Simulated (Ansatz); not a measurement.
C4H2Cl2Zr, SMILES `C#[C][Zr]([Cl])([Cl])[C]#C`, 9 atoms. Charge 0, multiplicity 1. Correlated methods include outer-core shells of Zr, which these sets cover unevenly. Zr takes the def2 core potential. All runs use 4 threads of an Arm Neoverse V2 on a shared host. Correlated methods freeze the cores.

Q: How many basis functions does each run have, and how long does it take in Ansatz? RKS PBE0-D4/def2-TZVP relaxation (7 steps); RHF-MP2/def2-QZVPP energy; RKS ωB97M-V/def2-SVP energy; RHF-CCSD(T)/def2-SVP energy; direct RPA on PBE orbitals/def2-TZVPP energy; RKS PBE0-D4/def2-SVP energy; RKS revPBE-D4/def2-TZVPP energy; RKS PBE0-D4/def2-QZVPP energy; RHF-CCSD(T)/def2-TZVPP energy; RKS ωB97M-V/def2-QZVPP energy; RKS PBE-D4/def2-TZVPP energy and forces; RKS BLYP-D4/def2-TZVPP energy. (Best estimate.)

A: Computed: Other jobs shared the machine, so times are rough.

```
                                level                   job  functions  wall time  peak host memory (GiB)
                 RKS PBE0-D4/def2-SVP                energy        133        2 s                    0.53
             RKS revPBE-D4/def2-TZVPP                energy        292      3.2 s                    0.47
               RKS BLYP-D4/def2-TZVPP                energy        292      3.5 s                    0.47
                RKS PBE-D4/def2-TZVPP     energy and forces        292      3.8 s                    0.47
direct RPA on PBE orbitals/def2-TZVPP                energy        292      8.5 s                    0.83
                 RKS ωB97M-V/def2-SVP                energy        133      8.5 s                    0.54
               RKS PBE0-D4/def2-QZVPP                energy        509       12 s                     2.3
                 RHF-CCSD(T)/def2-SVP                energy        133       21 s                    0.97
                   RHF-MP2/def2-QZVPP                energy        509       26 s                     3.1
               RKS ωB97M-V/def2-QZVPP                energy        509       29 s                     2.8
                RKS PBE0-D4/def2-TZVP  relaxation (7 steps)        250       46 s                    0.87
               RHF-CCSD(T)/def2-TZVPP                energy        292    9.1 min                     9.6
```
